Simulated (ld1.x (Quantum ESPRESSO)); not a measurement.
## Pseudopotential generation for palladium (Pd): RRKJ, PBE, fully relativistic.

* Element: palladium (Pd)
* Generator: ld1.x (Quantum ESPRESSO) 7.5
* Type: norm-conserving RRKJ (Kleinman–Bylander form)
* Functional: PBE
* Relativity: fully relativistic
* Frozen core: [Kr]
* Valence charge: 10
* Reference configuration: 4d9.5 5s0 5p0 (charge +0.5)
* Partial waves: 5s (bound, empty): rc 2.10 bohr; 5p (bound, empty): rc 3.30 bohr; 4d (bound): rc 1.30 bohr
* Local potential: the d channel
* Core correction: Bessel-smoothed model core inside 1.30 bohr

Open shells are filled in proportion to 2j + 1 (rel_dist='average').

All-electron outer shells of the reference configuration (PBE, scalar-relativistic, ld1.x):

| shell | level (eV) | outermost node (bohr) | outermost maximum (bohr) |
| --- | --- | --- | --- |
| 4p | -56.47 | 0.46 | 0.91 |
| 4d | -9.01 | 0.45 | 1.10 |
| 5s | -6.96 | 1.15 | 2.54 |
| 5p | -2.97 | 1.30 | 3.52 |

Task: Does the generator finish with these settings?

Result: No. ld1.x (Quantum ESPRESSO) 7.5 stopped with "compute_chi: n is too large": the Bessel-function wave could not be built (negative determinant in compute_phi), and the routine for χ then failed on it.
